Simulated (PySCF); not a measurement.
C6H6NS2 (charge -1).
Z-matrix (Å and degrees, GFN2-xTB geometry), rows numbered from 1:
```
C 
N   1  1.4297
C   2  1.2785  1  118.33
C   3  1.4210  2  123.43  1  -179.62
C   4  1.4231  3  124.55  2     0.36
C   5  1.3473  4  114.08  3   179.90
S   6  1.7424  5  111.97  4     0.02
C   4  1.3985  3  122.29  2  -179.72
S   8  1.6659  4  129.20  3     0.07
H   1  1.0954  2  109.19  3  -122.66
H   1  1.0955  2  109.09  3   120.08
H   1  1.1036  2  113.67  3    -1.20
H   3  1.1015  2  121.63  1     0.24
H   5  1.0763  4  121.35  3    -0.03
H   6  1.0736  5  129.49  4  -179.96
```

Computed at PBE0/pcSseg-1 (PySCF, non-relativistic), with Q(14N) = 0.02044 b, Q(33S) = −0.0678 b: N2, 14N (I = 1): χzz = -4.366 MHz, η = 0.190; S7, 33S (I = 3/2): χzz = -30.81 MHz, η = 0.853; S9, 33S (I = 3/2): χzz = -35.22 MHz, η = 0.581.

Task: Where would the pure quadrupole (NQR) lines of 14N at N2 fall for the rigid, isolated species?

Result: From ν± = (3/4)|χ|(1 ± η/3) and ν0 = |χ|η/2: ν+ 3.482 MHz, ν− 3.068 MHz, ν0 0.414 MHz (imine nitrogen).

Task: Where would the pure quadrupole (NQR) lines of 33S at S7 fall for the rigid, isolated species?

Result: From ν = (|χ|/2)√(1 + η²/3): ν = 17.17 MHz (thiophene-type sulfur).

Task: Where would the pure quadrupole (NQR) lines of 33S at S9 fall for the rigid, isolated species?

Result: From ν = (|χ|/2)√(1 + η²/3): ν = 18.58 MHz (thiolate sulfur).

In a crystal, neighbours and librations shift these lines. The pcSseg-1 basis has no diffuse functions, a weakness for an anion. GFN2-xTB bond lengths can be off by several hundredths of an ångström, more for odd bonds, and the gradients follow them. The basis is small and wasn't made for field gradients, so the couplings can be 20 % off.

The run behind these numbers computed NMR shieldings as well. The run took 65 s wall on one thread, Arm Neoverse N1 (aarch64), shared host with 64 logical CPUs at a one-minute load of 56, and the process peaked at 1.0 GiB of memory.

One conformer stands for the species.
